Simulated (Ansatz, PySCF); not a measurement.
Potential energy curve for BF, singlet.

Methods: UHF/cc-pVTZ (PySCF); RHF/cc-pVTZ (PySCF); UKS-B3LYP = PySCF with unrestricted B3LYP/cc-pVTZ; RKS-B3LYP = restricted B3LYP/cc-pVTZ run with PySCF 2.14.0; UKS-M06-2X = unrestricted M06-2X/cc-pVTZ run with PySCF 2.14.0; RKS-M06-2X = restricted M06-2X/cc-pVTZ run with PySCF; UKS-BHandHLYP = unrestricted BHandHLYP/cc-pVTZ in PySCF; RKS-BHandHLYP = restricted BHandHLYP/cc-pVTZ run with PySCF; UKS-PBE = unrestricted PBE/cc-pVTZ (Ansatz, an electronic-structure program); RKS-PBE = Ansatz with restricted PBE/cc-pVTZ; UKS-B3LYP/6-31G* = unrestricted B3LYP/6-31G*, spherical d (PySCF); RKS-B3LYP/6-31G* = restricted B3LYP/6-31G*, spherical d run with PySCF 2.14.0; UKS-M06-2X/6-31G* = unrestricted M06-2X/6-31G*, spherical d in PySCF; RKS-M06-2X/6-31G* = restricted M06-2X/6-31G*, spherical d (PySCF); UKS-LDA (SVWN5)/6-31G* = unrestricted LDA (SVWN5)/6-31G*, spherical d run with PySCF; RKS-LDA (SVWN5)/6-31G* = restricted LDA (SVWN5)/6-31G*, spherical d (PySCF 2.14.0); UKS-BP86/6-31G* = unrestricted BP86/6-31G*, spherical d (PySCF); RKS-BP86/6-31G* = restricted BP86/6-31G*, spherical d in PySCF.

Scanned distances (Å): 0.94, 1.00, 1.07, 1.14, 1.20, 1.22, 1.26, 1.29, 1.34, 1.40, 1.48, 1.55, 1.69, 1.88, 2.09, 2.27, 2.50, 2.75, 3.06, 3.41, 3.80, 4.44, 5.03.

Task: Where does the unrestricted solution first break spin symmetry (<S²> of 0.01 or more)?

Result: UHF: between 1.40 and 1.48 Å; UKS-B3LYP: between 2.50 and 2.75 Å; UKS-M06-2X: between 2.27 and 2.50 Å; UKS-BHandHLYP: between 2.27 and 2.50 Å; UKS-PBE: between 2.75 and 3.06 Å; UKS-B3LYP/6-31G*: between 2.27 and 2.50 Å; UKS-M06-2X/6-31G*: between 2.27 and 2.50 Å; UKS-LDA (SVWN5)/6-31G*: between 2.50 and 2.75 Å; UKS-BP86/6-31G*: between 2.50 and 2.75 Å.

```tsv
R / Å	<S²> UHF	E(RHF) − E(UHF) / mEh	<S²> UKS-B3LYP	E(RKS-B3LYP) − E(UKS-B3LYP) / mEh	<S²> UKS-M06-2X	E(RKS-M06-2X) − E(UKS-M06-2X) / mEh	<S²> UKS-BHandHLYP	E(RKS-BHandHLYP) − E(UKS-BHandHLYP) / mEh	<S²> UKS-PBE	E(RKS-PBE) − E(UKS-PBE) / mEh	<S²> UKS-B3LYP/6-31G*	E(RKS-B3LYP/6-31G*) − E(UKS-B3LYP/6-31G*) / mEh	<S²> UKS-M06-2X/6-31G*	E(RKS-M06-2X/6-31G*) − E(UKS-M06-2X/6-31G*) / mEh	<S²> UKS-LDA (SVWN5)/6-31G*	E(RKS-LDA (SVWN5)/6-31G*) − E(UKS-LDA (SVWN5)/6-31G*) / mEh	<S²> UKS-BP86/6-31G*	E(RKS-BP86/6-31G*) − E(UKS-BP86/6-31G*) / mEh
0.94	0.00	0.0	0.00	0.0	0.00	0.0	0.00	0.0	0.00	0.0	0.00	0.0	0.00	0.0	0.00	0.0	0.00	0.0
1.00	0.00	0.0	0.00	0.0	0.00	0.0	0.00	0.0	0.00	0.0	0.00	0.0	0.00	0.0	0.00	0.0	0.00	0.0
1.07	0.00	0.0	0.00	0.0	0.00	0.0	0.00	0.0	0.00	0.0	0.00	0.0	0.00	0.0	0.00	0.0	0.00	0.0
1.14	0.00	0.0	0.00	0.0	0.00	0.0	0.00	0.0	0.00	0.0	0.00	0.0	0.00	0.0	0.00	0.0	0.00	0.0
1.20	0.00	0.0	0.00	0.0	0.00	0.0	0.00	0.0	0.00	0.0	0.00	0.0	0.00	0.0	0.00	0.0	0.00	0.0
1.22	0.00	0.0	0.00	0.0	0.00	0.0	0.00	0.0	0.00	0.0	0.00	0.0	0.00	0.0	0.00	0.0	0.00	0.0
1.26	0.00	0.0	0.00	0.0	0.00	0.0	0.00	0.0	0.00	0.0	0.00	0.0	0.00	0.0	0.00	0.0	0.00	0.0
1.29	0.00	0.0	0.00	0.0	0.00	0.0	0.00	0.0	0.00	0.0	0.00	0.0	0.00	0.0	0.00	0.0	0.00	0.0
1.34	0.00	0.0	0.00	0.0	0.00	0.0	0.00	0.0	0.00	0.0	0.00	0.0	0.00	0.0	0.00	0.0	0.00	0.0
1.40	0.00	0.0	0.00	0.0	0.00	0.0	0.00	0.0	0.00	0.0	0.00	0.0	0.00	0.0	0.00	0.0	0.00	0.0
1.48	0.03	0.0	0.00	0.0	0.00	0.0	0.00	0.0	0.00	0.0	0.00	0.0	0.00	0.0	0.00	0.0	0.00	0.0
1.55	0.06	0.1	0.00	0.0	0.00	0.0	0.00	0.0	0.00	0.0	0.00	0.0	0.00	0.0	0.00	0.0	0.00	0.0
1.69	0.09	0.2	0.00	0.0	0.00	0.0	0.00	0.0	0.00	0.0	0.00	0.0	0.00	0.0	0.00	0.0	0.00	0.0
1.88	0.08	0.2	0.00	0.0	0.00	0.0	0.00	0.0	0.00	0.0	0.00	0.0	0.00	0.0	0.00	0.0	0.00	0.0
2.09	0.06	0.1	0.00	0.0	0.00	0.0	0.00	0.0	0.00	0.0	0.00	0.0	0.00	0.0	0.00	0.0	0.00	0.0
2.27	0.55	4.1	0.00	0.0	0.00	0.0	0.00	0.0	0.00	0.0	0.00	0.0	0.00	0.0	0.00	0.0	0.00	0.0
2.50	0.83	24.9	0.00	0.0	0.03	0.0	0.32	3.0	0.00	0.0	0.07	0.1	0.18	0.9	0.00	0.0	0.00	0.0
2.75	0.94	49.1	0.32	3.2	0.32	4.2	0.56	12.7	0.00	0.0	0.41	5.7	0.46	9.0	0.05	0.1	0.06	0.1
3.06	0.98	75.7	0.51	11.3	0.53	13.2	0.73	26.6	0.25	1.3	0.59	16.2	0.66	21.9	0.29	1.8	0.31	2.1
3.41	1.00	100.5	0.62	20.1	0.68	23.7	0.85	41.2	0.48	4.8	0.69	26.8	0.78	35.3	0.46	4.8	0.55	6.6
3.80	1.01	122.6	0.69	27.7	0.80	33.8	0.93	55.0	0.60	9.1	0.75	35.6	0.89	47.9	0.58	7.6	0.66	12.1
4.44	1.01	148.9	0.75	36.0	0.93	47.9	0.99	72.1	0.67	14.1	0.80	44.4	1.00	62.7	0.00	—	0.72	17.1
5.03	1.01	165.3	0.78	40.8	0.98	57.5	1.00	82.6	0.70	16.6	0.82	48.7	1.00	72.2	0.00	—	0.74	19.4
```

A dash means that the run gave no value there, or that the column was ended at a point which the program doubted or which failed a test of continuity chosen for this set; such a test can also cut sound points.
